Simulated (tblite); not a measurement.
Compound: C₉H₇NSi.
Geometry (GFN2-xTB, Å), atoms numbered from 1 in this order:
```xyz
18
C9H7NSi angstrom
C     -5.1536    0.1332   -0.4658
N     -3.9913    0.0385   -0.3679
C     -2.6539   -0.0353   -0.2510
C     -1.8854   -1.1541   -0.2887
C     -0.5150   -0.7141   -0.1176
C      0.7653   -1.1279   -0.0414
C      1.6334    0.0579    0.1598
Si     3.4975   -0.0484    0.3163
C      0.8489    1.1604    0.1975
C     -0.5352    0.7394    0.0257
C     -1.8083    1.1679   -0.0536
H     -2.2213   -2.1651   -0.4185
H      1.1509   -2.1301   -0.1066
H      4.0600   -0.4384   -0.9805
H      4.0129    1.2554    0.7300
H      3.8193   -1.0732    1.3138
H      1.1731    2.1753    0.3315
H     -2.2062    2.1649    0.0053
```

Computed geometry: GFN2-xTB, gas phase.

Take the most abundant isotopes and a rigid rotor. 

Q: Give the principal moments of inertia and the rotational constants in MHz.

A: Ia = 102.25, Ib = 1154.67, Ic = 1251.15 u·Å²; 505379 MHz·u·Å²/I gives A = 4942, B = 437.7, C = 403.9 MHz.

Q: What kind of rotor is it?

A: A near-prolate asymmetric top: κ = (2 × 437.7 − 4942 − 403.9)/(4942 − 403.9) = -0.99.

Q: What does the inertial defect say?

A: Not planar: Δ = Ic − Ia − Ib = -5.77 u·Å². For a rigid frame Δ = −2 Σ m c², so Σ m c² = 2.89 u·Å² lies off the ab plane, practically all of it from hydrogen. The atom farthest from that plane is 1.30 Å away.

Q: Give the other two planar moments, Paa and Pbb, and the rms extents of the mass along the axes.

A: Paa = Σ m a² = (Ib + Ic − Ia)/2 = 1151.79 and Pbb = Σ m b² = (Ia + Ic − Ib)/2 = 99.37 u·Å². With the mass M = 157.03 u, the rms extents √(P/M) along a, b and c are 2.71, 0.80, 0.14 Å.

Its GFN2-xTB frequencies are all real (lowest 53 cm⁻¹). No vibrational averaging or centrifugal distortion is included, and the geometry carries the error of its method.
